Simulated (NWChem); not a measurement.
System: CH3AlF2; SMILES [CH3][Al]([F])[F]

The following NWChem deck was run.

```
start job
memory heap 200 mb stack 900 mb global 1100 mb
geometry units angstroms noautosym nocenter noautoz
  Al    -0.005026     0.047336     0.000602
  C     -0.008517    -1.879607     0.001362
  H      0.485055    -2.267344    -0.904613
  H     -1.028101    -2.290776     0.039650
  H      0.555333    -2.270076     0.863832
  F     -1.399538     0.946126    -0.001060
  F      1.405438     0.921190    -0.000917
end
basis spherical
  * library def2-tzvp
end
dft
  xc hfexch
  iterations 150
end
property
  efieldgrad
end
task dft property
```

NWChem printed, in part:

```
             Northwest Computational Chemistry Package (NWChem) 7.3.0
             --------------------------------------------------------

                             Geometry "geometry" -> ""
                             -------------------------

 Output coordinates in angstroms (scale by  1.889725989 to convert to a.u.)

  No.       Tag          Charge          X              Y              Z
 ---- ---------------- ---------- -------------- -------------- --------------
    1 Al                  13.0000    -0.00502600     0.04733600     0.00060200
    2 C                    6.0000    -0.00851700    -1.87960700     0.00136200
    3 H                    1.0000     0.48505500    -2.26734400    -0.90461300
    4 H                    1.0000    -1.02810100    -2.29077600     0.03965000
    5 H                    1.0000     0.55533300    -2.27007600     0.86383200
    6 F                    9.0000    -1.39953800     0.94612600    -0.00106000
    7 F                    9.0000     1.40543800     0.92119000    -0.00091700

 Effective nuclear repulsion energy (a.u.)     155.0781516901

  xc_inp: hfexch multiplicative factor not found.
                              NWChem Property Module
                              ----------------------

  itol2e modified to match energy
  convergence criterion.

                                 NWChem DFT Module
                                 -----------------

 Summary of "ao basis" -> "ao basis" (spherical)
 ------------------------------------------------------------------------------
       Tag                 Description            Shells   Functions and Types
 ---------------- ------------------------------  ------  ---------------------
 Al                        def2-tzvp                13       37   5s5p2d1f
 C                         def2-tzvp                11       31   5s3p2d1f
 H                         def2-tzvp                 4        6   3s1p
 F                         def2-tzvp                11       31   5s3p2d1f

  itol2e modified to match energy
  convergence criterion.

            General Information
            -------------------
          SCF calculation type: DFT
          Wavefunction type:  closed shell.
          No. of atoms     :     7
          No. of electrons :    40
           Alpha electrons :    20
            Beta electrons :    20
          Charge           :     0
          Spin multiplicity:     1
          Use of symmetry is: off; symmetry adaption is: off
          Maximum number of iterations: 150
          AO basis - number of functions:   148
                     number of shells:    58
          Convergence on energy requested:  1.00D-07
          Convergence on density requested:  1.00D-05
          Convergence on gradient requested:  5.00D-04

              XC Information
              --------------
                     Hartree-Fock (Exact) Exchange  1.000

      Superposition of Atomic Density Guess
      -------------------------------------

 Sum of atomic energies:        -479.88173642

      Non-variational initial energy
      ------------------------------

 Total energy =    -480.672265
 1-e energy   =    -974.877456
 2-e energy   =     339.127039
 HOMO         =      -0.421664
 LUMO         =      -0.039179

   convergence    iter        energy       DeltaE   RMS-Dens  Diis-err
 ---------------- ----- ----------------- --------- --------- ---------
 d= 0,ls=0.0,diis     1   -480.6046403529 -6.36D+02  3.46D-03  8.67D-01
 d= 0,ls=0.0,diis     2   -480.6659328908 -6.13D-02  1.19D-03  4.16D-01
 d= 0,ls=0.0,diis     3   -480.6932751232 -2.73D-02  4.02D-04  2.64D-03
 d= 0,ls=0.0,diis     4   -480.6940713029 -7.96D-04  9.84D-05  1.75D-04
 d= 0,ls=0.0,diis     5   -480.6941221815 -5.09D-05  3.36D-05  1.88D-05
  Resetting Diis
 d= 0,ls=0.0,diis     6   -480.6941278051 -5.62D-06  1.14D-05  1.86D-06
 d= 0,ls=0.0,diis     7   -480.6941283811 -5.76D-07  2.04D-06  1.01D-07
 d= 0,ls=0.0,diis     8   -480.6941284100 -2.89D-08  8.46D-07  2.02D-08

         Total DFT energy =     -480.694128410031
      One electron energy =     -978.934239344410
           Coulomb energy =      387.935319232001
    Exchange-Corr. energy =      -44.773359987699
 Nuclear repulsion energy =      155.078151690078

 Numeric. integr. density =        0.000000000000

                       DFT Final Molecular Orbital Analysis
                       ------------------------------------

 Vector   18  Occ=2.000000D+00  E=-5.624548D-01
              MO Center=  2.5D-01, -2.0D+00, -1.7D-02, r^2= 1.4D+00
   Bfn.  Coefficient  Atom+Function         Bfn.  Coefficient  Atom+Function
  ----- ------------  ---------------      ----- ------------  ---------------
    45      0.298601  2 C  pz                48      0.259139  2 C  pz
    70     -0.216594  3 H  s                 82      0.211842  5 H  s
    69     -0.139939  3 H  s                 81      0.137131  5 H  s
    51      0.115124  2 C  pz                71     -0.083606  3 H  s
    83      0.081854  5 H  s                125     -0.038821  7 F  pz

 Vector   19  Occ=2.000000D+00  E=-5.621768D-01
              MO Center= -2.5D-01, -2.0D+00,  1.8D-02, r^2= 1.6D+00
   Bfn.  Coefficient  Atom+Function         Bfn.  Coefficient  Atom+Function
  ----- ------------  ---------------      ----- ------------  ---------------
    43      0.298014  2 C  px                46      0.252059  2 C  px
    76     -0.246517  4 H  s                 75     -0.159899  4 H  s
    82      0.128472  5 H  s                 70      0.120860  3 H  s
    49      0.116022  2 C  px                77     -0.091040  4 H  s
    81      0.081991  5 H  s                 69      0.076975  3 H  s

 Vector   20  Occ=2.000000D+00  E=-4.643474D-01
              MO Center= -8.8D-03, -1.4D+00,  1.4D-03, r^2= 1.7D+00
   Bfn.  Coefficient  Atom+Function         Bfn.  Coefficient  Atom+Function
  ----- ------------  ---------------      ----- ------------  ---------------
    44      0.310998  2 C  py                47      0.298735  2 C  py
     4      0.249933  1 Al s                 16     -0.224531  1 Al py
    50      0.165732  2 C  py                 3     -0.149543  1 Al s
     5      0.084863  1 Al s                 93      0.081884  6 F  py
   124      0.080655  7 F  py                25     -0.073508  1 Al d  2

 Vector   21  Occ=0.000000D+00  E= 7.681946D-02
              MO Center=  3.3D-02, -5.1D-01,  3.5D-02, r^2= 6.4D+00
   Bfn.  Coefficient  Atom+Function         Bfn.  Coefficient  Atom+Function
  ----- ------------  ---------------      ----- ------------  ---------------
    42      2.930464  2 C  s                  5     -2.127049  1 Al s
    71     -0.750494  3 H  s                 83     -0.726739  5 H  s
    19      0.540195  1 Al py                77     -0.495775  4 H  s
    50      0.358004  2 C  py                91      0.327359  6 F  s
   122      0.290411  7 F  s                 41     -0.281191  2 C  s

 Vector   22  Occ=0.000000D+00  E= 8.420144D-02
              MO Center= -3.4D-02, -2.0D-02, -3.6D-02, r^2= 5.6D+00
   Bfn.  Coefficient  Atom+Function         Bfn.  Coefficient  Atom+Function
  ----- ------------  ---------------      ----- ------------  ---------------
    20      1.072978  1 Al pz                51     -0.238472  2 C  pz
    17      0.207107  1 Al pz               100     -0.164326  6 F  pz
   131     -0.150140  7 F  pz                27     -0.121361  1 Al d -1
    94     -0.098911  6 F  pz               125     -0.095731  7 F  pz
    70      0.076082  3 H  s                 83     -0.073678  5 H  s

 Vector   23  Occ=0.000000D+00  E= 1.406884D-01
              MO Center=  6.6D-03,  1.4D-02, -2.6D-06, r^2= 9.8D+00
   Bfn.  Coefficient  Atom+Function         Bfn.  Coefficient  Atom+Function
  ----- ------------  ---------------      ----- ------------  ---------------
    42      4.643478  2 C  s                 19      2.285850  1 Al py
     5     -1.445342  1 Al s                 77     -0.791082  4 H  s
    71     -0.773329  3 H  s                 83     -0.776127  5 H  s
    50      0.531939  2 C  py                30      0.527607  1 Al d  2
    41     -0.463166  2 C  s                 28      0.338113  1 Al d  0

     Multipole analysis of the density
     ---------------------------------

     L   x y z        total         alpha         beta         nuclear
     -   - - -        -----         -----         ----         -------
     0   0 0 0     -0.000000    -20.000000    -20.000000     40.000000

[...]

          -----------------------
          Electric field gradient
          -----------------------

 1 a.u. = 0.324123 10**(16) esu/cm**3  ( or statvolts/cm**2 ) = 0.97174 10**(22) v/m**2

 ------------------------------------------------------------
   Atom      X         Y         Z
 ------------------------------------------------------------
    1 Al  -0.00950   0.08945   0.00114
 ------------------------------------------------------------

 Electric field gradient in molecular frame (a.u.)
         XX             YY             ZZ             XY             XZ             YZ
 ------------------------------------------------------------------------------------------
        0.360570       0.886966      -1.247536       0.002578       0.000031      -0.003163

 Principal components (a.u.) and orientation
 of principal axis w.r.t. absolute frame                      Asymmetry parameter eta
 --------------------------------------------------------------------------------------
       -1.247541       0.886983       0.360558                       0.421971

       -0.000022       0.004897       0.999988
        0.001482       0.999987      -0.004897
        0.999999      -0.001482       0.000029

 ------------------------------------------------------------
   Atom      X         Y         Z
 ------------------------------------------------------------
    2 C   -0.01609  -3.55194   0.00257
 ------------------------------------------------------------

 Electric field gradient in molecular frame (a.u.)
         XX             YY             ZZ             XY             XZ             YZ
 ------------------------------------------------------------------------------------------
       -0.048679       0.125467      -0.076788      -0.006230       0.000113       0.000866

 Principal components (a.u.) and orientation
 of principal axis w.r.t. absolute frame                      Asymmetry parameter eta
 --------------------------------------------------------------------------------------
        0.125693      -0.076793      -0.048901                       0.221905

       -0.035705      -0.005001       0.999350
        0.999353      -0.004437       0.035683
        0.004255       0.999978       0.005156

 ------------------------------------------------------------
   Atom      X         Y         Z
 ------------------------------------------------------------
    3 H    0.91662  -4.28466  -1.70947
 ------------------------------------------------------------

 Electric field gradient in molecular frame (a.u.)
         XX             YY             ZZ             XY             XZ             YZ
 ------------------------------------------------------------------------------------------
        0.054872       0.101603      -0.156475       0.069060       0.162776      -0.127959

 Principal components (a.u.) and orientation
 of principal axis w.r.t. absolute frame                      Asymmetry parameter eta
 --------------------------------------------------------------------------------------
       -0.297806       0.154549       0.143257                       0.037917

       -0.448176       0.135628       0.883597
        0.342087       0.939210       0.029348
        0.825902      -0.315420       0.467328

 ------------------------------------------------------------
   Atom      X         Y         Z
 ------------------------------------------------------------
    4 H   -1.94283  -4.32894   0.07493
 ------------------------------------------------------------

 Electric field gradient in molecular frame (a.u.)
         XX             YY             ZZ             XY             XZ             YZ
 ------------------------------------------------------------------------------------------
       -0.237168       0.095143       0.142025      -0.154831       0.014318       0.005886

 Principal components (a.u.) and orientation
 of principal axis w.r.t. absolute frame                      Asymmetry parameter eta
 --------------------------------------------------------------------------------------
       -0.298669       0.156104       0.142564                       0.045335

        0.929904      -0.365739       0.038918
        0.366124       0.930561      -0.003045
       -0.035102       0.017080       0.999238

 ------------------------------------------------------------
   Atom      X         Y         Z
 ------------------------------------------------------------
    5 H    1.04943  -4.28982   1.63241
 ------------------------------------------------------------

 Electric field gradient in molecular frame (a.u.)
         XX             YY             ZZ             XY             XZ             YZ
 ------------------------------------------------------------------------------------------
        0.027782       0.100875      -0.128657       0.079623      -0.177165       0.122967

 Principal components (a.u.) and orientation
 of principal axis w.r.t. absolute frame                      Asymmetry parameter eta
 --------------------------------------------------------------------------------------
       -0.297916       0.154703       0.143213                       0.038568

        0.512184       0.159155       0.844001
       -0.344817       0.938112       0.032351
        0.786619       0.307595      -0.535365

 ------------------------------------------------------------
   Atom      X         Y         Z
 ------------------------------------------------------------
    6 F   -2.64474   1.78792  -0.00200
 ------------------------------------------------------------

 Electric field gradient in molecular frame (a.u.)
         XX             YY             ZZ             XY             XZ             YZ
 ------------------------------------------------------------------------------------------
       -0.302448       0.185054       0.117394       0.468097      -0.001020      -0.000436

 Principal components (a.u.) and orientation
 of principal axis w.r.t. absolute frame                      Asymmetry parameter eta
 --------------------------------------------------------------------------------------
       -0.586457       0.469064       0.117392                       0.599656

        0.854945       0.518719       0.000545
       -0.518718       0.854941       0.002668
        0.000918      -0.002564       0.999996

 ------------------------------------------------------------
   Atom      X         Y         Z
 ------------------------------------------------------------
    7 F    2.65589   1.74080  -0.00173
 ------------------------------------------------------------

 Electric field gradient in molecular frame (a.u.)
         XX             YY             ZZ             XY             XZ             YZ
 ------------------------------------------------------------------------------------------
       -0.318983       0.195139       0.123844      -0.456677       0.000989      -0.000464

 Principal components (a.u.) and orientation
 of principal axis w.r.t. absolute frame                      Asymmetry parameter eta
 --------------------------------------------------------------------------------------
       -0.585978       0.462136       0.123842                       0.577316

        0.863285      -0.504716      -0.000588
        0.504716       0.863281       0.002736
       -0.000873      -0.002659       0.999996
```

Level: Hartree-Fock/def2-TZVP. Geometry: optimised at PBE0/def2-SVP. NWChem prints the field gradient with the sign opposite to the second derivative of the potential.
